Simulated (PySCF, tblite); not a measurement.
Species: C7H11F3S.
Z-matrix (Å and degrees, GFN2-xTB geometry), rows numbered from 1:
```
F 
C   1  1.3446
F   2  1.3413  1  106.18
F   2  1.3422  1  106.00  3  -112.81
C   2  1.5240  1  111.75  3   122.96
C   5  1.5373  2  111.22  1  -175.93
C   6  1.5348  5  116.34  2   -80.37
C   7  1.5305  6  113.41  5   -94.64
C   8  1.5200  7  114.76  6    74.27
S   9  1.8224  8  114.22  7   -61.39
C   5  1.5299  2  108.29  1    57.07
H   5  1.0961  2  105.31  1   -59.39
H   6  1.0920  5  107.40  2    42.58
H   6  1.0913  5  107.54  2   157.60
H   7  1.0900  6  111.06  5    29.70
H   7  1.0915  6  107.86  5   146.57
H   8  1.0933  7  108.66  6  -165.62
H   8  1.0919  7  109.17  6   -48.48
H   9  1.0907  8  111.45  7    60.21
H   9  1.0897  8  110.18  7  -178.92
H  11  1.0900  5  110.06  2   -72.66
H  11  1.0899  5  111.21  2    47.84
```

Level of theory: PBE0/pcSseg-1 in PySCF (dipole) on a GFN2-xTB geometry, gas phase.

Take the most abundant isotopes and a rigid rotor. The values belong to one conformer with, in the numbering `[F:1][C:2]([F:3])([F:4])[C@@H:5]1[CH2:6][CH2:7][CH2:8][CH2:9][S:10][CH2:11]1`, C2–C5–C6–C7 -80°, C5–C6–C7–C8 -95°, C6–C7–C8–C9 74°, C7–C8–C9–S10 -61°.

What are A, B and C (GHz)?

Ia = 301.58, Ib = 786.72, Ic = 924.17 u·Å²; 505379 MHz·u·Å²/I gives 1676, 642.4 and 546.8 MHz, that is A = 1.6758, B = 0.6424, C = 0.5468 GHz.

Classify the top.

An asymmetric top; Ray's κ = -0.831.

Is it planar, by Δ = Ic − Ia − Ib?

Not planar: Δ = Ic − Ia − Ib = -164.13 u·Å². For a rigid frame Δ = −2 Σ m c², so Σ m c² = 82.06 u·Å² lies off the ab plane: 15.50 from hydrogen and 66.56 from heavier atoms. The atom farthest from that plane is 1.83 Å away.

Give the other two planar moments, Paa and Pbb, and the rms extents of the mass along the axes.

Paa = Σ m a² = (Ib + Ic − Ia)/2 = 704.66 and Pbb = Σ m b² = (Ia + Ic − Ib)/2 = 219.51 u·Å². With the mass M = 184.05 u, the rms extents √(P/M) along a, b and c are 1.96, 1.09, 0.67 Å.

Give the coordinates in the principal-axis frame, origin at the centre of mass.

The sense of each axis is arbitrary; atoms in the order of the calculation.
```
atom  mass (u)   a (Å)   b (Å)   c (Å)
  F1    18.998   2.464   1.237  -0.279
  C2    12.000   1.838   0.072  -0.038
  F3    18.998   2.685  -0.662   0.700
  F4    18.998   1.738  -0.547  -1.225
  C5    12.000   0.497   0.284   0.654
  C6    12.000  -0.161  -1.057   1.015
  C7    12.000  -0.898  -1.781  -0.120
  C8    12.000  -2.399  -1.481  -0.159
  C9    12.000  -2.758  -0.101  -0.684
 S10    31.972  -2.092   1.273   0.310
 C11    12.000  -0.356   1.202  -0.223
 H12     1.008   0.734   0.804   1.590
 H13     1.008   0.620  -1.708   1.414
 H14     1.008  -0.868  -0.870   1.826
 H15     1.008  -0.449  -1.554  -1.086
 H16     1.008  -0.785  -2.855   0.039
 H17     1.008  -2.885  -2.214  -0.810
 H18     1.008  -2.815  -1.601   0.843
 H19     1.008  -2.406   0.041  -1.706
 H20     1.008  -3.839   0.040  -0.662
 H21     1.008   0.024   2.222  -0.178
 H22     1.008  -0.349   0.872  -1.262
```

List the rotational levels J(Ka,Kc) to J = 4 (K).

Above 0(0,0), as E/k:
J = 1: 1(0,1) 0.057, 1(1,1) 0.107, 1(1,0) 0.111
J = 2: 2(0,2) 0.171, 2(1,2) 0.216, 2(1,1) 0.230, 2(2,1) 0.379, 2(2,0) 0.379
J = 3: 3(0,3) 0.341, 3(1,3) 0.380, 3(1,2) 0.408, 3(2,2) 0.550, 3(2,1) 0.552, 3(3,1) 0.810, 3(3,0) 0.810
J = 4: 4(0,4) 0.566, 4(1,4) 0.599, 4(1,3) 0.645, 4(2,3) 0.778, 4(2,2) 0.783, 4(3,2) 1.038, 4(3,1) 1.039, 4(4,1) 1.401, 4(4,0) 1.401
Those of J = 1 are B + C, A + C and A + B.

Which lines would a microwave search look for?

The dipole components are |μa| = 1.57 D, |μb| = 1.17 D, |μc| = 0.05 D. The squared components, which scale the intensities, stand as 1.00 : 0.56 : 0.00 (a : b : c). Some lines, for components of 0.1 D or more:

```json
{"type": "a", "branch": "Q", "J(Ka,Kc)": "3(1,2) ← 3(1,3)", "MHz": "573", "lower level (cm⁻¹)": "0.264"}
{"type": "b", "branch": "Q", "J(Ka,Kc)": "1(1,0) ← 1(0,1)", "MHz": "1129", "lower level (cm⁻¹)": "0.040"}
{"type": "a", "branch": "R", "J(Ka,Kc)": "1(0,1) ← 0(0,0)", "MHz": "1189", "lower level (cm⁻¹)": "0.000"}
{"type": "b", "branch": "Q", "J(Ka,Kc)": "2(1,1) ← 2(0,2)", "MHz": "1231", "lower level (cm⁻¹)": "0.119"}
{"type": "a", "branch": "Q", "J(Ka,Kc)": "5(1,4) ← 5(1,5)", "MHz": "1426", "lower level (cm⁻¹)": "0.606"}
{"type": "a", "branch": "R", "J(Ka,Kc)": "2(0,2) ← 1(0,1)", "MHz": "2372", "lower level (cm⁻¹)": "0.040"}
{"type": "a", "branch": "R", "J(Ka,Kc)": "3(0,3) ← 2(0,2)", "MHz": "3543", "lower level (cm⁻¹)": "0.119"}
{"type": "a", "branch": "R", "J(Ka,Kc)": "3(1,2) ← 2(1,1)", "MHz": "3707", "lower level (cm⁻¹)": "0.160"}
{"type": "b", "branch": "R", "J(Ka,Kc)": "3(1,3) ← 2(0,2)", "MHz": "4365", "lower level (cm⁻¹)": "0.119"}
{"type": "a", "branch": "R", "J(Ka,Kc)": "4(1,4) ← 3(1,3)", "MHz": "4554", "lower level (cm⁻¹)": "0.264"}
{"type": "a", "branch": "R", "J(Ka,Kc)": "4(2,3) ← 3(2,2)", "MHz": "4752", "lower level (cm⁻¹)": "0.382"}
{"type": "b", "branch": "R", "J(Ka,Kc)": "5(0,5) ← 4(1,4)", "MHz": "5147", "lower level (cm⁻¹)": "0.416"}
{"type": "b", "branch": "Q", "J(Ka,Kc)": "5(3,2) ← 5(2,3)", "MHz": "5255", "lower level (cm⁻¹)": "0.746"}
{"type": "b", "branch": "Q", "J(Ka,Kc)": "4(3,1) ← 4(2,2)", "MHz": "5335", "lower level (cm⁻¹)": "0.544"}
{"type": "b", "branch": "R", "J(Ka,Kc)": "4(1,4) ← 3(0,3)", "MHz": "5376", "lower level (cm⁻¹)": "0.237"}
{"type": "b", "branch": "Q", "J(Ka,Kc)": "3(3,0) ← 3(2,1)", "MHz": "5379", "lower level (cm⁻¹)": "0.383"}
{"type": "a", "branch": "R", "J(Ka,Kc)": "5(2,4) ← 4(2,3)", "MHz": "5932", "lower level (cm⁻¹)": "0.541"}
{"type": "b", "branch": "R", "J(Ka,Kc)": "5(2,4) ← 4(1,3)", "MHz": "8711", "lower level (cm⁻¹)": "0.448"}
{"type": "b", "branch": "Q", "J(Ka,Kc)": "5(5,1) ← 5(4,2)", "MHz": "9718", "lower level (cm⁻¹)": "1.173"}
{"type": "b", "branch": "R", "J(Ka,Kc)": "4(3,1) ← 3(2,2)", "MHz": "10180", "lower level (cm⁻¹)": "0.382"}
{"type": "b", "branch": "R", "J(Ka,Kc)": "5(5,0) ← 4(4,1)", "MHz": "15678", "lower level (cm⁻¹)": "0.974"}
```

Estimate the classical rotational partition function at 10 K, 25 K and 200 K.

Point group C1, symmetry number σ = 1; q = (√π/σ)·√((kT/h)³/(ABC)), k/h = 20836.6 MHz/K: 6950 at 10 K, 27500 at 25 K, 621000 at 200 K.

Its GFN2-xTB frequencies are all real (lowest 48 cm⁻¹). Zero-point vibration and centrifugal distortion are left out.
